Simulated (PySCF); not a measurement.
Computed IR spectrum (relative IR intensity) of a molecule C₃H₅BF₂. The structure is a stationary point at PBE0-D3(BJ)/def2-SVP. Other conformers were not sampled. Calculation: PBE0-D3(BJ)/def2-SVP in PySCF. Frequencies are harmonic and unscaled.

ν (cm⁻¹): 521 (vw), 702 (w), 898 (vw), 918 (w), 924 (w), 1051 (m), 1173 (m), 1198 (w), 1216 (w), 1374 (m), 1399 (vw), 1453 (m), 1507 (vs), 3062 (w), 3080 (w), 3149 (vw) (against the strongest line: vs over 80 %, s over 45 %, m over 15 %, w over 4 %, vw less)

**Question.** Which structure fits?
(A) C=CCB(F)F
(B) C=C(C)B(F)F
(C) FB1CC[C@@H]1F
(D) C/C=C/B(F)F

**Answer.** C, FB1CC[C@@H]1F
